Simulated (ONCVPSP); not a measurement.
Ranking ONCV potentials for nickel

All share these settings but for the change named:

```
Element                 : Ni (Z = 28)
Generator               : ONCVPSP 4.0.1
Type                    : optimised norm-conserving Vanderbilt (ONCV)
Functional              : PW91
Relativity              : scalar-relativistic
Frozen core             : [Ne]
Valence charge          : 18
Reference configuration : 3s2 3p6 3d8 4s2
Partial waves           : 3s+4s: rc 1.05 bohr, ncon 3, nbas 6, qcut 12.7 1/bohr, 2 projectors; 3p: rc 0.90 bohr, ncon 3, nbas 6, qcut 12.2 1/bohr, 2 projectors, debl 1.4 Ha; 3d: rc 0.90 bohr, ncon 5, nbas 10, qcut 17.9 1/bohr, 2 projectors, debl 2 Ha
Local potential         : polynomial inside 0.60 bohr (lpopt 5, dvloc0 -1 Ha)
Core correction         : Teter function, fcfact 5.75, rcfact 1.2
```

In the p channel the program set the typed energies aside and used -2.625, 0.250 Ha.

Test errors are all-electron minus pseudo excitation energies from the reference, over 3s2 3p6 3d8 4s1; 3s2 3p6 3d8 4s0; 3s2 3p6 3d7 4s0; 3s2 3p6 3d7 4s2 4p1. None of these files shows a bound ghost.

The base gives 5.0 meV.

Of 8 variants that were run, those that failed, showed a ghost or another fault, or gave nearly equal values are left out.

A variant can come out equal or close to the base, since the largest error may sit in a test that the change hardly touches while other tests move.

(1) Rank these variants by their largest absolute test error, smallest first.
A. s: qcut 17.7
B. s: qcut 9.5
C. s: qcut 7.5

Answers

(1) A (4.7 meV), B (6.4 meV), C (7.5 meV).
